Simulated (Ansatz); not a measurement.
**Question.** Predict a relaxed structure of CrO2(OH)2 (CrO₄H₂), charge 0, singlet, at PBE-D4/def2-SVP (Ansatz).

**Answer.** 
Cartesian coordinates in Å:
```
Cr 0.077 -0.348 0.166
O -0.633 -0.883 1.454
O 1.133 -1.367 -0.377
O 0.863 1.164 0.582
H 1.656 1.354 0.039
O -1.104 -0.079 -1.102
H -1.992 0.158 -0.763
```
Point group C2 (tolerance 0.1 Å). The metal has 4 neighbours: O 1.56 Å, O 1.56 Å, O 1.75 Å, O 1.75 Å. This is one stationary point.

The restricted singlet is unstable towards broken spin symmetry at other levels; at PBE-D4/def2-SVP this wasn't settled.
